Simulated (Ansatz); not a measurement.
Ge₉H₁₆⁻, a cluster cut from cubic germanium. Charge -1, multiplicity 2. Geometry r2SCAN-D4/def2-SVP, that of the neutral singlet; atoms count from 1.

```xyz
25

Ge   -0.692    2.120   -1.785
Ge   -0.653    1.672    2.222
Ge   -2.268   -1.103   -0.102
Ge    1.072   -1.466   -2.204
Ge    1.112   -1.917    1.802
Ge   -1.875    1.279    0.161
Ge    1.385    0.939   -2.205
Ge    1.428    0.429    2.334
Ge   -0.136   -2.257   -0.253
H    -0.411    3.627   -1.620
H    -1.605    1.948   -3.016
H    -0.369    3.178    2.386
H    -1.544    1.233    3.401
H    -3.096   -1.361   -1.376
H    -3.071   -1.639    1.101
H     0.264   -1.851   -3.460
H     2.441   -2.170   -2.297
H     0.330   -2.575    2.955
H     2.482   -2.618    1.707
H    -3.232    2.014    0.257
H     1.944    1.374   -3.574
H     2.422    1.324   -1.135
H     2.008    0.547    3.758
H     2.449    1.045    1.363
H    -0.386   -3.773   -0.421
```

Single mean-field runs in def2-TZVP are fitted with def2-universal-jkfit. The highest occupied level of the charge -1 doublet lies above zero (up to 1.47 eV). By energy differences it is unbound by 0.28 eV (vertical, against the charge 0 singlet, at PBE0-D4/def2-TZVP) and held by the finite basis.

Q: Estimate the Mulliken populations from the PBE0/def2-TZVP orbitals of Ansatz.

A: 
```csv
atom,charge (e),spin (α − β)
Ge1,0.03,-0.02
Ge2,0.03,-0.02
Ge3,0.04,-0.04
Ge4,0.03,-0.02
Ge5,0.03,-0.02
Ge6,-0.11,0.14
Ge7,-0.07,0.11
Ge8,-0.07,0.11
Ge9,-0.11,0.14
H10,-0.04,0.01
H11,-0.05,0.03
H12,-0.04,0.01
H13,-0.05,0.03
H14,-0.03,0.01
H15,-0.03,0.01
H16,-0.05,0.03
H17,-0.04,0.01
H18,-0.05,0.03
H19,-0.04,0.01
H20,-0.10,0.13
H21,-0.09,0.10
H22,0.00,-0.01
H23,-0.09,0.10
H24,0.00,-0.01
H25,-0.10,0.13
```
Mulliken values depend strongly on the basis.

Q: Where does the spin sit?

A: Summed by element: Ge 0.37, H 0.63, of 1 unpaired in all. Largest on single atoms: Ge6 0.14, Ge9 0.14, H25 0.13.

Q: And the Mayer bond orders between heavy atoms (over 0.3)?

A: Ge1–Ge6 0.89 (2.43 Å); Ge1–Ge7 0.90 (2.43 Å); Ge2–Ge6 0.89 (2.43 Å); Ge2–Ge8 0.90 (2.43 Å); Ge3–Ge6 0.88 (2.43 Å); Ge3–Ge9 0.88 (2.43 Å); Ge4–Ge7 0.90 (2.43 Å); Ge4–Ge9 0.89 (2.43 Å); Ge5–Ge8 0.90 (2.43 Å); Ge5–Ge9 0.89 (2.43 Å).
